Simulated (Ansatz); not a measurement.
Calculated with Ansatz (gas phase, PBE0-D4/def2-TZVP geometries, no zero-point term in ΔE). CCSD(T)/CBS adds triple-zeta CCSD(T) − MP2 to the extrapolated MP2 energy (def2 sets, frozen cores). This one scheme is used for every species. DFT in def2-TZVPP. B3LYP here is the variant with VWN-RPA as its local correlation; programs differ in this. Each species was taken in one conformer, which may not be the lowest.

`[CH3][AlH][SiH2]S` + `[SiH3]N[SiH3]` → `[CH3][AlH][N]([SiH3])[SiH3]` + `[SiH3]S`  (cleavage of the Al–Si bond)

`[CH3][AlH][SiH2]S`:

Cartesian coordinates in Å:
```
C 1.366 -0.429 1.885
Al -0.230 -0.628 0.779
Si -0.455 0.605 -1.341
S -2.349 0.067 -2.205
H 2.085 0.293 1.493
H 1.092 -0.119 2.900
H 1.877 -1.393 1.987
H -1.403 -1.598 1.240
H 0.648 0.283 -2.296
H -0.390 2.083 -1.138
H -2.239 0.835 -3.303
```

`[SiH3]N[SiH3]`:

Cartesian coordinates in Å:
```
Si 1.053 1.125 -0.250
N -0.486 0.344 -0.216
Si -0.882 -1.248 0.319
H 2.080 0.095 0.043
H 1.162 2.218 0.756
H 1.311 1.731 -1.585
H -1.270 0.917 -0.495
H 0.394 -1.971 0.541
H -1.698 -1.964 -0.699
H -1.664 -1.247 1.587
```

`[CH3][AlH][N]([SiH3])[SiH3]`:

```xyz
15

C     2.343   -0.908    0.611
Al    0.825   -0.976   -0.604
N    -0.567    0.118   -0.276
Si   -0.550    1.155    1.115
Si   -1.954    0.194   -1.314
H     2.592    0.115    0.910
H     3.236   -1.357    0.167
H     2.127   -1.460    1.533
H     0.716   -1.935   -1.859
H    -1.915    1.712    1.325
H     0.397    2.292    0.951
H    -0.148    0.405    2.336
H    -3.185   -0.275   -0.619
H    -2.203    1.589   -1.773
H    -1.715   -0.667   -2.502
```

`[SiH3]S`:

Z-matrix (Å, degrees):
```
Si
S 1 2.137
H 1 1.485 2 111.6
H 1 1.485 2 111.6 3 -122.0
H 1 1.482 2 104.8 3 119.0
H 2 1.344 1 94.7 3 60.9
```

Is it downhill or uphill in electronic energy at CCSD(T)/CBS, and by how much? (Estimate.)

Computed: Downhill: ΔE = -107.5 kJ/mol.

What do these levels give: r2SCAN-D4, PBE0-D4, ωB97X-V, ωB97M-V, B3LYP, HF/CBS(def2)? (Estimate.)

The calculation gave: r2SCAN-D4 -105.3, PBE0-D4 -93.4, ωB97X-V -103.6, ωB97M-V -111.3, B3LYP -95.9, HF/CBS(def2) -106.0 kJ/mol.

Largest T1 diagnostic among the species: 0.011.

In def2-TZVPP, CCSD(T) changes the Hartree–Fock value by −4.8 kJ/mol (the triples alone add −1.4 kJ/mol) and MP2 by −13.6 kJ/mol. From PBE to PBE0 (25 % exact exchange), in def2-TZVPP and without D4, ΔE moves by −4.3 kJ/mol. The D4 term adds −9.7 kJ/mol with B3LYP and −5.3 kJ/mol with PBE0; it sums over pairs of atoms, weighted by their polarisabilities, and B3LYP, whose exchange is more repulsive, gets the larger term.
